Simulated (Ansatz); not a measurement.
Input (CCSDT(Q)/cc-pVDZ; Ansatz, a quantum-chemistry and plane-wave program):

Ansatz 0.2 input:
```yaml
crystal:
  periodic: [false, false, false]
  atoms:
    - {symbol: N, position_ang: [0.67821943, 0.21322225, 0.19325834]}
    - {symbol: C, position_ang: [-0.46105180, -0.14494793, -0.13137652]}
    - {symbol: H, position_ang: [-0.64365366, -1.11460559, -0.61374944]}
    - {symbol: H, position_ang: [-1.33757157, 0.49173741, 0.04920014]}
basis:
  gaussian:
    orbitals: cc-pVDZ
magnetization: {spin_polarized: true, initial_magnetization: 1}
correlation: {method: ccsdt_q, electrons: outside_noble_gas}
```

Output:

```
Functional definition: HF
integrals: 0.02 GiB planned
700 factors; integrals over basis functions are off by at most 1.9e-7 eV
mean field: 0.08 GiB planned
mean field evaluation 1: about -2540.7277 eV, gradient 1.5e1 eV
mean field evaluation 2: about -2540.7295 eV, gradient 1.5e1 eV
mean field evaluation 4: about -2542.4375 eV, gradient 2.8e0 eV
mean field evaluation 8: about -2542.5954 eV, gradient 5.5e-1 eV
mean field evaluation 16: about -2542.6411 eV, gradient 2.4e-6 eV
mean field evaluation 32: about -2538.7444 eV, gradient 7.7e-2 eV
mean field -2542.64114004 eV, -93.4403384324 hartree, gradient 2.4e-6 eV, S^2 0.934613; 0 other end points of the search recorded, 0 dependent functions left out
2 core orbitals not correlated
reference -2542.64114004 eV, -93.4403384324 hartree; 6, 5 occupied and 30, 31 virtual orbitals, 700 factors
second order -6.71084472 eV of doubles, -0.00000000 eV of singles
coupled cluster: 0.36 GiB planned
cycle   1  -7.20668736 eV  change   -5.0e-1 eV  update   8.8e-2
cycle   2  -7.67663603 eV  change   -4.7e-1 eV  update   4.5e-2
cycle   3  -7.97239044 eV  change   -3.0e-1 eV  update   3.5e-2
cycle   4  -7.96252987 eV  change    9.9e-3 eV  update   1.8e-2
cycle   5  -7.97864405 eV  change   -1.6e-2 eV  update   7.7e-3
cycle   6  -7.98528363 eV  change   -6.6e-3 eV  update   3.9e-3
cycle   7  -7.98457814 eV  change    7.1e-4 eV  update   2.3e-3
cycle   8  -7.98584415 eV  change   -1.3e-3 eV  update   1.6e-3
cycle   9  -7.98794701 eV  change   -2.1e-3 eV  update   7.9e-4
cycle  10  -7.98778381 eV  change    1.6e-4 eV  update   3.3e-4
cycle  11  -7.98834756 eV  change   -5.6e-4 eV  update   1.4e-4
cycle  12  -7.98842039 eV  change   -7.3e-5 eV  update   3.9e-5
cycle  13  -7.98843884 eV  change   -1.8e-5 eV  update   1.8e-5
cycle  14  -7.98845449 eV  change   -1.6e-5 eV  update   8.4e-6
cycle  15  -7.98845812 eV  change   -3.6e-6 eV  update   3.6e-6
cycle  16  -7.98845966 eV  change   -1.5e-6 eV  update   1.8e-6
cycle  17  -7.98845996 eV  change   -3.0e-7 eV  update   9.5e-7
cycle  18  -7.98845907 eV  change    8.9e-7 eV  update   4.3e-7
cycle  19  -7.98845848 eV  change    5.9e-7 eV  update   2.3e-7
coupled cluster: 0.36 GiB planned
perturbative correction -0.02020021 eV, -0.0007423438 hartree
Total energy: -2550.64979872 eV, -93.7346512106 hartree
```

The determinant is spin-contaminated: <S^2> is 0.93, 0.18 over the pure value.
